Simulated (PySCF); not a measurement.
**A small calculation by hand: entropy of an ideal gas**

C3H3, SMILES C([CH2])#C (connectivity only; charge and spin as stated), charge +1, multiplicity 1.

Geometry optimised at PBE0-D3(BJ)/def2-TZVP. The multiplicity is an assumed one; other spin states were not compared. The isomer is the one that the SMILES or the coordinates give; other isomers of the formula were not compared.

PBE0-D3(BJ)/def2-TZVP run with PySCF gives the harmonic wavenumbers 268, 324, 643, 913, 1027, 1126, 1160, 1466, 2148, 3114, 3217, 3374 cm⁻¹ and the rotational temperatures 13.6537, 0.4672, 0.4518 K. The molar mass is 39.06 g/mol, the symmetry number 2, the spin multiplicity 1.

Q: Work out the entropy at 298.15 K and 1 atm in the rigid-rotor, harmonic-oscillator model.

A: 
Translation (Sackur–Tetrode at 1 atm): S = R[1.5 ln M + 2.5 ln T − 1.16487] = 154.5 J/(mol K).
Rotation: q = (√π/σ) T^1.5/√(θA θB θC) = 2690, S = R[ln q + 3/2] = 78.1 J/(mol K).
Vibration: with u = 1.4388 ν/T, each mode gives R[u/(e^u − 1) − ln(1 − e^−u)]:
```json
[
 {"ν (cm⁻¹)": "268", "modes": "1", "u": "1.29", "S (J/(mol K))": "6.73"},
 {"ν (cm⁻¹)": "324", "modes": "1", "u": "1.56", "S (J/(mol K))": "5.40"},
 {"ν (cm⁻¹)": "643", "modes": "1", "u": "3.10", "S (J/(mol K))": "1.60"},
 {"ν (cm⁻¹)": "913", "modes": "1", "u": "4.41", "S (J/(mol K))": "0.55"},
 {"ν (cm⁻¹)": "1027", "modes": "1", "u": "4.96", "S (J/(mol K))": "0.35"},
 {"ν (cm⁻¹)": "1126", "modes": "1", "u": "5.43", "S (J/(mol K))": "0.23"},
 {"ν (cm⁻¹)": "1160", "modes": "1", "u": "5.60", "S (J/(mol K))": "0.20"},
 {"ν (cm⁻¹)": "1466", "modes": "1", "u": "7.07", "S (J/(mol K))": "0.06"}
]
```
The stiffer modes add less than 0.005 each. Sum 15.1 J/(mol K).
Spin: R ln 1 = 0.0 J/(mol K).
Total 247.7 J/(mol K); the program's own thermochemistry gives 247.7. Translation makes up 62 % and vibration 6 %. Anharmonicity, hindered rotation and orbital degeneracy are left out.
